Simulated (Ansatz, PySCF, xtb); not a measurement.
Reaction (SMILES): Br[C]Br + 3 [H][H] (H2) -> 2 Br (HBr) + C (CH4)
Each molecule is optimised on its own at B3LYP-D3(BJ)/def2-TZVP (Ansatz, a first-principles code). Unstable Hartree-Fock reference: Br[C]Br. High T1 diagnostic, so coupled cluster is less sure: Br[C]Br.
Geometry of the first species:
SMILES: Br[C]Br
```xyz
3

C      0.0657    -0.0511     0.9940
Br     0.8365     1.3172    -0.0734
Br    -0.8477    -1.3085    -0.0970
```
Charge 0, spin multiplicity 1.

Property: energy of full hydrogenation (electronic energy difference), in kcal/mol. Cores are frozen in the correlated levels unless marked. Spin-orbit coupling is left out. The frozen core is the preceding noble-gas configuration, with the filled d and f shells of earlier blocks. Non-relativistic. CBS(X,Y): correlation extrapolated as X^-3; Hartree-Fock from the larger set.

| level | program | energy of full hydrogenation (kcal/mol) |
|---|---|---|
| GFN2-xTB | xtb | -136.5 |
| TPSS/def2-TZVPD | PySCF | -117.1 |
| BHLYP/def2-TZVPD | Ansatz | -139.1 |
| MN15-D3(BJ)/def2-TZVPD | PySCF + dftd3 | -127.6 |
| CAM-B3LYP-D3(BJ)/def2-TZVPD | Ansatz + dftd3 | -135.9 |
| wB97X/def2-TZVPD | Ansatz | -138.1 |
| MP2/cc-pVDZ | Ansatz | -135.7 |
| CCSD/cc-pVTZ | Ansatz | -135.1 |
| CCSD(T)/aug-cc-pVTZ | Ansatz | -129.4 |
| CCSD(T)/CBS(cc-pVTZ,cc-pVQZ) | Ansatz | -130.2 |
